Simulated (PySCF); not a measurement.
# How methods differ on the excitation energy of Sb

Sb [Kr] 4d10 5s2 5p3 (4S) → Sb [Kr] 4d10 5s1 5p4 (4P), as a difference of total energies. All numbers are calculated (PySCF 2.14, a scalar-relativistic core potential, in aug-cc-pVTZ-PP with ECP28MDF (6s5p4d2f, 55 functions)). Correlated levels: valence: 4s2 4p6 4d10 frozen. The calculations carry no spin-orbit coupling.

| method | excitation energy (eV) |
| --- | --- |
| UHF | 7.395 |
| LDA | 8.194 |
| PBE | 8.018 |
| PBE0 | 7.921 |
| r2SCAN | 7.770 |
| wB97M-V | 7.951 |
| M06-L | 7.899 |
| HSE06 | 7.939 |
| PBEsol | 8.039 |
| MP2 (valence) | 7.442 |
| SCS-MP2 (valence) | 7.447 |

Task: How much does correlation contribute at MP2 (valence)?

Result: 7.442 − (7.395) = 0.047 eV, measured against UHF.
